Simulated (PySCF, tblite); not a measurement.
Isomers of C6H10F2OSi, one GFN2-xTB conformer each. Single-point energies are computed at PBE0/pcSseg-1 (PySCF, gas phase, no added dispersion term), electronic only.

Question: Rank them by PBE0/pcSseg-1 energy, lowest first (kJ/mol).
A. `[CH3:1][SiH:2]([CH3:3])/[CH:4]=[CH:5]\[C:6](=[O:7])[CH:8]([F:9])[F:10]` with C1–Si2–C4–C5 -173°, C4–C5–C6–O7 -1°, C5–C6–C8–F9 60°
B. `[CH2:1]=[CH:2][CH2:3]/[C:4](=[CH:5]/[O:6][SiH3:7])[CH:8]([F:9])[F:10]` with C1–C2–C3–C4 118°, C2–C3–C4–C5 -15°, C4–C5–O6–Si7 179°, C3–C4–C8–F9 -60°

Answer: A (0.0), B (55.1).

As drawn, the lower has a C=O bond and an Si–C bond, which the higher lacks; the higher has an Si–O bond, which the lower lacks. GFN2-xTB itself gives, in the same order: 182.2, 0.0. GFN2-xTB puts C=CC/C(=C/O[SiH3])C(F)F lowest instead.

Q: Which frontier levels, dipoles and rotational constants go with these structures?

A: 
| SMILES | HOMO (eV, PBE0/pcSseg-1) | LUMO (eV) | dipole (D) | A, B, C (MHz) |
| --- | --- | --- | --- | --- |
| C[SiH](C)/C=C\C(=O)C(F)F | -7.95 | -2.60 | 1.14 | 2575, 523.9, 491.9 |
| C=CC/C(=C/O[SiH3])C(F)F | -7.06 | -0.14 | 3.52 | 1088, 720.1, 479.7 |

Q: What happens when harmonic zero-point energies from GFN2-xTB frequencies are added?

A: 
```
                  SMILES  ZPE (kJ/mol)  electronic (kJ/mol)  with ZPE (kJ/mol)
C[SiH](C)/C=C\C(=O)C(F)F         379.7                  0.0                0.0
 C=CC/C(=C/O[SiH3])C(F)F         371.8                 55.1               47.1
```

The zero-point energies span 7.9 kJ/mol. The order is unchanged.
